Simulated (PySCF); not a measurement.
C3H5F3SSi.
Numbering: `[CH3:1][C:2](=[S:3])[SiH2:4][C:5]([F:6])([F:7])[F:8]` (hydrogens: H9, H10, H11 on C1; H12, H13 on Si4)

Geometry (PBE0-D3(BJ)/def2-SVP, Å), atoms numbered from 1 in this order:
```xyz
13
C3H5F3SSi angstrom
C      1.624    0.639    0.512
C      1.218   -0.533   -0.312
S      2.254   -1.599   -0.974
Si    -0.600   -0.910   -0.687
C     -1.728    0.384    0.213
F     -1.555    0.341    1.548
F     -1.432    1.638   -0.175
F     -3.032    0.195   -0.022
H      1.162    0.568    1.513
H      2.717    0.707    0.609
H      1.223    1.567    0.071
H     -0.868   -0.775   -2.143
H     -0.977   -2.252   -0.170
```

Level of theory: PySCF 2.14.0, density-fitted response routines, TDDFT wB97X-D/def2-SVPD, vertical, gas phase, core orbitals frozen in the response.

Ground-to-excited transition dipoles (e·a0, same axes as the geometry; the sign carries no meaning), for the states with f of 0.002 or more among the lowest 9:

```
state  E (eV)      μx      μy      μz
   S2   5.482  -0.736   0.653   0.395
   S4   6.292   0.054   0.342   0.241
   S5   6.520   0.007  -0.122   0.152
   S6   6.711  -0.947   0.175   0.058
   S7   6.821   0.292   0.238   0.181
   S8   7.276  -0.048  -0.485  -0.347
   S9   7.348   0.040  -0.002  -0.099
```

(1) What oscillator strength does each state have?

(2) What angle do the transition dipoles of S2 and S7 make?

(3) How is the summed strength of these states shared among x, y and z?

Results:

(1) f = (2/3) ΔE |μ|² with ΔE in hartree (27.2114 eV).

| state | \|μ\|² (au) | \|μ\| (D) | f |
| --- | --- | --- | --- |
| S2 | 1.124 | 2.69 | 0.151 |
| S4 | 0.178 | 1.07 | 0.027 |
| S5 | 0.038 | 0.50 | 0.006 |
| S6 | 0.931 | 2.45 | 0.153 |
| S7 | 0.174 | 1.06 | 0.029 |
| S8 | 0.358 | 1.52 | 0.064 |
| S9 | 0.011 | 0.27 | 0.002 |

(2) |cos θ| = |μa·μb| / (|μa| |μb|) = 0.03, so θ ≈ 88° (taken between 0 and 90°, since the signs are arbitrary).

(3) (2/3) Σ ΔE μα² gives 0.236 for x, 0.134 for y and 0.063 for z, 0.433 in all.

The vertical ionisation energy (ΔSCF) is 8.96 eV, 1.61 eV above S9.

Time: 3.9 min of wall time (with the writing of density and orbital grids); peak memory 0.97 GiB. Hardware: Arm Neoverse N1, one thread, shared host with 64 logical CPUs at a one-minute load of 50.

One conformer stands for the species.
